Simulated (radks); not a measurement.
Isoelectronic series with 17 electrons, all held in the configuration [Ne] 3s2 3p5, which need not be the ground one along the series. Calculated with a radial shooting solver on a logarithmic mesh with Libxc functionals: Dirac Kohn-Sham, PBE, spin-unpolarised, spherical densities, finite nucleus; open shells fill j = l - 1/2 first; Fermi nuclear charge, rms radius of each element as measured or else 0.836 A^(1/3) + 0.57 fm. Total energies (hartree) and orbital eigenvalues (hartree):

| ion | E (hartree) | 3p3/2 | 3p1/2 | 3s1/2 | 2p3/2 |
|---|---|---|---|---|---|
| Cl | -461.43580 | -0.31411 | -0.31866 | -0.76009 | -7.01963 |
| Ar+ | -528.64370 | -0.81008 | -0.81738 | -1.34817 | -8.93034 |
| K2+ | -600.76068 | -1.43685 | -1.44779 | -2.06916 | -11.11615 |
| Ca3+ | -677.78377 | -2.18688 | -2.20252 | -2.91507 | -13.56757 |
| Sc4+ | -759.71620 | -3.05636 | -3.07793 | -3.88208 | -16.27971 |
| Ti5+ | -846.56482 | -4.04305 | -4.07198 | -4.96807 | -19.24963 |
| V6+ | -938.33889 | -5.14555 | -5.18344 | -6.17180 | -22.47548 |
| Cr7+ | -1035.04940 | -6.36289 | -6.41157 | -7.49252 | -25.95599 |
| Mn8+ | -1136.70894 | -7.69442 | -7.75596 | -8.92981 | -29.69028 |
| Fe9+ | -1243.33143 | -9.13969 | -9.21638 | -10.48347 | -33.67774 |
| Co10+ | -1354.93180 | -10.69836 | -10.79276 | -12.15344 | -37.91793 |
| Ni11+ | -1471.52634 | -12.37021 | -12.48515 | -13.93980 | -42.41056 |
| Cu12+ | -1593.13161 | -14.15509 | -14.29368 | -15.84269 | -47.15542 |
| Zn13+ | -1719.76627 | -16.05290 | -16.21856 | -17.86234 | -52.15237 |
| Ga14+ | -1851.44909 | -18.06357 | -18.26004 | -19.99902 | -57.40136 |
| Ge15+ | -1988.20014 | -20.18710 | -20.41844 | -22.25308 | -62.90235 |
| As16+ | -2130.04083 | -22.42347 | -22.69411 | -24.62489 | -68.65537 |
| Se17+ | -2276.99272 | -24.77273 | -25.08746 | -27.11488 | -74.66046 |
| Br18+ | -2429.07907 | -27.23492 | -27.59892 | -29.72350 | -80.91770 |
